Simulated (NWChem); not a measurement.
All runs are NWChem calculations. System: Au₂, charge 0, spin multiplicity 1, at a geometry optimised with PBE0/def2-SVP with def2 effective core potentials on Au. The structure started from a generated list of species. Level: B3LYP/def2-SVP with def2 effective core potentials on Au, VWN1-RPA local correlation.

Job file:

```
start mol
memory heap 200 mb stack 900 mb global 1100 mb
geometry units angstroms nocenter noautoz
  Au     0.000000     0.000000     1.269942
  Au     0.000000     0.000000    -1.269942
  symmetry group D2h
end
basis spherical
  * library def2-svp
end
ecp
  Au library def2-ecp
end
dft
  xc b3lyp
  semidirect memsize 60000000 filesize 0
  iterations 100
end
task dft energy
```

Part of the output:

```
             Northwest Computational Chemistry Package (NWChem) 7.3.0
             --------------------------------------------------------

                                NWChem Input Module
                                -------------------

 Scaling coordinates for geometry "geometry" by  1.889725989
 (inverse scale =  0.529177249)

 Turning off AUTOSYM since
 SYMMETRY directive was detected!

                             Geometry "geometry" -> ""
                             -------------------------

 Output coordinates in angstroms (scale by  1.889725989 to convert to a.u.)

  No.       Tag          Charge          X              Y              Z
 ---- ---------------- ---------- -------------- -------------- --------------
    1 Au                  79.0000     0.00000000     0.00000000     1.26994200
    2 Au                  79.0000     0.00000000     0.00000000    -1.26994200

 Effective nuclear repulsion energy (a.u.)    1300.2937185348

            Nuclear Dipole moment (a.u.)
            ----------------------------
        X                 Y               Z
 ---------------- ---------------- ----------------
     0.0000000000     0.0000000000     0.0000000000

      Symmetry information
      --------------------

 Group name             D2h
 Group number             26
 Group order               8
 No. of unique centers     1

      Symmetry unique atoms

     1


 Summary of "ao basis" -> "" (spherical)
 ------------------------------------------------------------------------------
       Tag                 Description            Shells   Functions and Types
 ---------------- ------------------------------  ------  ---------------------
 *                          def2-svp                  on all atoms

                                 NWChem DFT Module
                                 -----------------

 Summary of "ao basis" -> "ao basis" (spherical)
 ------------------------------------------------------------------------------
       Tag                 Description            Shells   Functions and Types
 ---------------- ------------------------------  ------  ---------------------
[...]
     5     -0.123759  1 Au s                 37      0.123759  2 Au s
     3      0.120774  1 Au s                 35     -0.120774  2 Au s

 Vector   19  Occ=2.000000D+00  E=-2.585185D-01  Symmetry=ag
              MO Center= -1.8D-17, -1.9D-17,  4.1D-13, r^2= 3.7D+00
   Bfn.  Coefficient  Atom+Function         Bfn.  Coefficient  Atom+Function
  ----- ------------  ---------------      ----- ------------  ---------------
     5      0.468860  1 Au s                 37      0.468860  2 Au s
     3     -0.372570  1 Au s                 35     -0.372570  2 Au s
     2      0.238578  1 Au s                 34      0.238578  2 Au s
    18     -0.227947  1 Au d  0              50     -0.227947  2 Au d  0
     6      0.213693  1 Au s                 38      0.213693  2 Au s

 Vector   20  Occ=0.000000D+00  E=-1.344965D-01  Symmetry=b1u
              MO Center=  3.1D-16,  7.6D-16,  1.1D-14, r^2= 6.8D+00
   Bfn.  Coefficient  Atom+Function         Bfn.  Coefficient  Atom+Function
  ----- ------------  ---------------      ----- ------------  ---------------
     5      0.508163  1 Au s                 37     -0.508163  2 Au s
     6      0.393415  1 Au s                 38     -0.393415  2 Au s
     3     -0.338096  1 Au s                 35      0.338096  2 Au s
     2      0.220381  1 Au s                 34     -0.220381  2 Au s
    15      0.160344  1 Au pz                47      0.160344  2 Au pz

 Vector   21  Occ=0.000000D+00  E=-2.098809D-02  Symmetry=b2u
              MO Center=  3.9D-16,  5.8D-18, -2.0D-16, r^2= 7.5D+00
   Bfn.  Coefficient  Atom+Function         Bfn.  Coefficient  Atom+Function
  ----- ------------  ---------------      ----- ------------  ---------------
    14      0.559298  1 Au py                46      0.559298  2 Au py
     8     -0.162278  1 Au py                40     -0.162278  2 Au py
    11      0.061801  1 Au py                43      0.061801  2 Au py
    17      0.053083  1 Au d -1              49     -0.053083  2 Au d -1

 Vector   22  Occ=0.000000D+00  E=-2.098809D-02  Symmetry=b3u
              MO Center=  8.2D-18, -1.6D-16, -2.8D-17, r^2= 7.5D+00
   Bfn.  Coefficient  Atom+Function         Bfn.  Coefficient  Atom+Function
  ----- ------------  ---------------      ----- ------------  ---------------
    13      0.559298  1 Au px                45      0.559298  2 Au px
     7     -0.162278  1 Au px                39     -0.162278  2 Au px
    10      0.061801  1 Au px                42      0.061801  2 Au px
    19     -0.053083  1 Au d  1              51      0.053083  2 Au d  1

 center of mass
 --------------
 x =   0.00000000 y =   0.00000000 z =   0.00000000

 moments of inertia (a.u.)
 ------------------
        2268.757241824041           0.000000000000           0.000000000000
           0.000000000000        2268.757241824041           0.000000000000
           0.000000000000           0.000000000000           0.000000000000

     Multipole analysis of the density
     ---------------------------------

     L   x y z        total         alpha         beta         nuclear
     -   - - -        -----         -----         ----         -------
     0   0 0 0     -0.000000    -19.000000    -19.000000     38.000000

     1   1 0 0     -0.000000     -0.000000     -0.000000      0.000000
     1   0 1 0     -0.000000     -0.000000     -0.000000      0.000000
     1   0 0 1     -0.000000     -0.000000     -0.000000      0.000000

     2   2 0 0    -34.756407    -17.378203    -17.378203      0.000000
     2   1 1 0      0.000000      0.000000      0.000000      0.000000
     2   1 0 1      0.000000      0.000000      0.000000      0.000000
     2   0 2 0    -34.756407    -17.378203    -17.378203      0.000000
     2   0 1 1     -0.000000     -0.000000     -0.000000      0.000000
     2   0 0 2    -28.767792   -123.809524   -123.809524    218.851255

 Task  times  cpu:        0.6s     wall:        0.6s

 Total times  cpu:        0.7s     wall:        0.7s
```
